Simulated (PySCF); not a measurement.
Computed IR spectrum (relative IR intensity) of a molecule C3H7NOSi. Geometry: B3LYP-D3(BJ)/def2-SVP. One conformer was computed; it need not be the lowest. All values below come from B3LYP-D3(BJ)/def2-SVP (PySCF). Frequencies are harmonic and unscaled.

ν (cm⁻¹): 715 (m), 736 (w), 814 (w), 941 (m), 960 (m), 989 (vs), 1169 (s), 1427 (w), 2212 (m), 2215 (m), 2271 (m), 2386 (vw), 2994 (w), 3039 (w) (against the strongest line: vs over 80 %, s over 45 %, m over 15 %, w over 4 %, vw less)

Problem. Pick the molecule that these values belong to.
A. C[SiH2]/C=N\C=O
B. C[C@@H](C#N)[SiH2]O
C. N[Si@H]1C=COC1
D. N#CCCO[SiH3]

Solution. D, N#CCCO[SiH3]
